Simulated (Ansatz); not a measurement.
C₂H₈GaN (`[CH3][Ga]([CH3])[NH2]`). Charge 0, multiplicity 1. The structure was optimised at the PBE0-D4/def2-TZVP level. It is one conformer, not always the lowest.

```xyz
12

C    -1.228    0.957   -1.104
Ga    0.020    0.059    0.123
C     1.014   -1.598   -0.244
N     0.278    0.834    1.754
H    -1.657    1.855   -0.658
H    -0.719    1.242   -2.028
H    -2.045    0.286   -1.381
H     1.645   -1.481   -1.128
H     1.649   -1.883    0.596
H     0.325   -2.422   -0.447
H    -0.173    1.681    2.055
H     0.891    0.470    2.463
```

Problem. What is the dipole moment at B3LYP/def2-TZVPP? (Estimate.)

Solution. Ansatz gave: 0.31 D, with components (0.05, 0.14, 0.28) D in this frame, pointing from negative to positive charge.

Problem. And with PBE, r2SCAN, ωB97M-V? (An estimate is asked.)

Solution. Computed: PBE 0.39 D, r2SCAN 0.33 D, ωB97M-V 0.28 D.

Problem. Give the Mulliken charges with B3LYP, PBE, r2SCAN in def2-TZVPP. (Best estimate.)

Solution. Computed: 
| atom | B3LYP | PBE | r2SCAN |
| --- | --- | --- | --- |
| C1 | -0.41 | -0.40 | -0.34 |
| Ga2 | 0.42 | 0.34 | 0.44 |
| C3 | -0.41 | -0.40 | -0.34 |
| N4 | -0.40 | -0.38 | -0.45 |
| H5 | 0.09 | 0.09 | 0.06 |
| H6 | 0.09 | 0.10 | 0.07 |
| H7 | 0.09 | 0.10 | 0.07 |
| H8 | 0.09 | 0.10 | 0.07 |
| H9 | 0.09 | 0.09 | 0.06 |
| H10 | 0.09 | 0.10 | 0.07 |
| H11 | 0.13 | 0.14 | 0.15 |
| H12 | 0.13 | 0.14 | 0.15 |

B3LYP here is the variant with VWN-RPA as its local correlation; programs differ in this.
